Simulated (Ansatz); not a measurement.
Consider the formal exchange of groups at the As–N bond: `CN[AsH]C` + `CCNC` → `CC[AsH]C` + `CNNC`.

Isolated molecules relaxed with PBE0-D4/def2-TZVP in Ansatz; ΔE leaves out vibrations. CCSD(T)/CBS is the MP2 limit (def2-TZVPP, def2-QZVPP) plus CCSD(T) − MP2 in def2-TZVPP, frozen cores. DFT in def2-TZVPP. For As outer-core shells are correlated without core-valence functions, which leaves a few kJ/mol of doubt a bond. Scalar relativity is left out up to krypton. Each species was taken in one conformer, which may not be the lowest.

CCSD(T)/CBS gives +0.91 eV.

Problem. Another level gave +0.93 eV. Which?
A. ωB97X-V/def2-TZVPP
B. PBE-D4/def2-TZVPP
C. HF/def2-TZVPP
D. CCSD/def2-TZVPP

Solution. D. CCSD/def2-TZVPP 0.93, ωB97X-V 0.88, PBE-D4 0.83, HF/def2-TZVPP 1.02 eV.

Largest T1 diagnostic among the species: 0.010.

In def2-TZVPP, CCSD(T) changes the Hartree–Fock value by −0.10 eV (the triples alone add −0.01 eV) and MP2 by −0.07 eV.
